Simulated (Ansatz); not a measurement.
Consider the cleavage of the In–Ge bond: `[F][In]([Cl])[GeH3]` + CH₃OH → `C[O][In]([F])[Cl]` + GeH₄.

Isolated molecules relaxed with PBE0-D4/def2-TZVP in Ansatz; ΔE leaves out vibrations. CCSD(T)/CBS is the MP2 limit (def2-TZVPP, def2-QZVPP) plus CCSD(T) − MP2 in def2-TZVPP, frozen cores. This one scheme is used for every species. Elements past krypton have def2 core potentials. For Ge, In outer-core shells are correlated without core-valence functions, which leaves a few kJ/mol of doubt a bond. Scalar relativity is left out up to krypton. One conformer a species, not always the lowest.

```tsv
species	CCSD(T)/CBS(def2) energy (Eh)
`[F][In]([Cl])[GeH3]`	-2827.39267
CH₃OH	-115.61712
`C[O][In]([F])[Cl]`	-864.49222
GeH₄	-2078.49493
```

Work out ΔE.

ΔE = (-864.49222) + (-2078.49493) − (-2827.39267) − (-115.61712) = 0.02264 Eh = +59.4 kJ/mol.

Largest T1 diagnostic among the species: 0.016.

At CCSD(T), def2-SVP lies −9.0 kJ/mol from the extrapolated value and def2-TZVPP −2.9 kJ/mol. From r2SCAN to r2SCAN0 (25 % exact exchange), in def2-TZVPP and without D4, ΔE moves by +7.9 kJ/mol.
